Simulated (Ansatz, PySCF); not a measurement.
SZn, SMILES [S]=[Zn]. Atoms are numbered in the order given.

```xyz
2

Zn     0.0000     0.0000    -0.7151
S      0.0000     0.0000     1.3411
```
Charge 0, spin multiplicity 1.

Geometry optimised at PBE0-D3(BJ)/def2-TZVP.

Two levels are set side by side: PBE-D3(BJ)/def2-TZVP (Ansatz, a quantum-chemistry and plane-wave program) and PBE0-D3(BJ)/def2-TZVP (Ansatz). Each level has its own optimised geometry; the coordinates shown are those of the second. Frequencies come from the Hessian of PySCF at each geometry. Differences are taken from unrounded values.

| quantity | PBE0-D3(BJ) |
|---|---|
| bond Zn1–S2 (Å) | 2.056 |
| highest harmonic wavenumber (cm⁻¹) | 460 |
| mean harmonic wavenumber (cm⁻¹) | 460 |
| zero-point energy (kcal/mol) | 0.66 |

Question: What does PBE-D3(BJ) give, and how far is it from PBE0-D3(BJ)? (An estimate is asked for; the answer gives what the named calculation found.)

Answer: 
```
quantity                            PBE-D3(BJ)  PBE-D3(BJ) minus PBE0-D3(BJ)
----------------------------------  ----------  ----------------------------
bond Zn1–S2 (Å)                          2.064                         0.008
highest harmonic wavenumber (cm⁻¹)         449                           -11
mean harmonic wavenumber (cm⁻¹)            449                           -11
zero-point energy (kcal/mol)              0.64                         -0.02
```
